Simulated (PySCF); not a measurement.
SMILES [CH3][Cd][GeH3] (CH6CdGe), PBE0/def2-SVP optimised geometry.

```
9

Cd    -0.31    -0.09     0.00
C     -2.44    -0.09     0.00
H     -2.83     0.87    -0.39
H     -2.83    -0.22     1.02
H     -2.83    -0.90    -0.63
Ge     2.23    -0.09     0.00
H      2.83    -1.23     0.86
H      2.83    -0.26    -1.42
H      2.83     1.23     0.56
```

Density from PBE0/def2-TZVP, def2 effective core potentials past Kr (PySCF) at that geometry. The core electrons that the potentials of Cd replace are not part of the density.

Minimum of the electron density along straight lines between bonded atoms, close to the bond critical point (lines longer than 1.1 times the sum of covalent radii, or with two minima, are not listed):

```tsv
bond	length / Å	ρ at the minimum / e bohr⁻³	∇²ρ there / e bohr⁻⁵	position (fraction from the first atom)
Cd1–C2	2.128	0.101	0.19	0.52
C2–H3	1.101	0.266	-0.86	0.64
C2–H4	1.101	0.266	-0.86	0.64
C2–H5	1.101	0.266	-0.86	0.64
Cd1–Ge6	2.549	0.069	0.01	0.50
Ge6–H7	1.547	0.129	0.07	0.59
Ge6–H8	1.547	0.129	0.07	0.59
Ge6–H9	1.547	0.129	0.07	0.59
```
